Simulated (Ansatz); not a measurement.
Input (CCSDT(Q)/def2-SVP; Ansatz, a first-principles code):

Ansatz 0.2 input:
```yaml
crystal:
  periodic: [false, false, false]
  atoms:
    - {symbol: Ga, position_ang: [-0.01289680, -0.23107933, -0.67135405]}
    - {symbol: H, position_ang: [-1.42373864, -0.26786219, -1.32863771]}
    - {symbol: H, position_ang: [1.37400893, -0.62317336, -1.26008511]}
    - {symbol: Cl, position_ang: [0.02644298, 0.47379380, 1.37651167]}
basis:
  gaussian:
    orbitals: def2-SVP
magnetization: {spin_polarized: false}
correlation: {method: ccsdt_q, electrons: outside_noble_gas}
```

Output:

```
Functional definition: HF
integrals: 0.04 GiB planned
988 factors; integrals over basis functions are off by at most 2.3e-7 eV
mean field: 0.25 GiB planned
mean field evaluation 1: about -64859.2913 eV, gradient 1.4e1 eV
mean field evaluation 2: about -64859.3055 eV, gradient 1.4e1 eV
mean field evaluation 4: about -64860.0851 eV, gradient 1.7e0 eV
mean field evaluation 8: about -64860.0940 eV, gradient 2.9e-5 eV
mean field evaluation 16: about -64860.0929 eV, gradient 6.4e-1 eV
mean field -64860.09397528 eV, -2383.5644898408 hartree, gradient 8.7e-6 eV, S^2 0.000000; 0 other end points of the search recorded, 0 dependent functions left out
19 core orbitals not correlated
reference -64860.09397528 eV, -2383.5644898408 hartree; 6, 6 occupied and 35, 35 virtual orbitals, 988 factors
second order -5.43212784 eV of doubles, -0.00000000 eV of singles
coupled cluster: 0.29 GiB planned
cycle   1  -5.97906291 eV  change   -5.5e-1 eV  update   6.4e-2
cycle   2  -6.24410591 eV  change   -2.7e-1 eV  update   2.6e-2
cycle   3  -6.31676374 eV  change   -7.3e-2 eV  update   1.6e-2
cycle   4  -6.31085758 eV  change    5.9e-3 eV  update   4.9e-3
cycle   5  -6.31237471 eV  change   -1.5e-3 eV  update   2.3e-3
cycle   6  -6.31286898 eV  change   -4.9e-4 eV  update   8.3e-4
cycle   7  -6.31260801 eV  change    2.6e-4 eV  update   3.4e-4
cycle   8  -6.31262830 eV  change   -2.0e-5 eV  update   1.1e-4
cycle   9  -6.31264333 eV  change   -1.5e-5 eV  update   4.2e-5
cycle  10  -6.31263119 eV  change    1.2e-5 eV  update   1.5e-5
cycle  11  -6.31263391 eV  change   -2.7e-6 eV  update   5.4e-6
cycle  12  -6.31263361 eV  change    3.0e-7 eV  update   2.3e-6
cycle  13  -6.31263350 eV  change    1.1e-7 eV  update   8.1e-7
perturbative correction -0.00921309 eV, -0.0003385748 hartree
Total energy: -64866.41582187 eV, -2383.7968134179 hartree
```
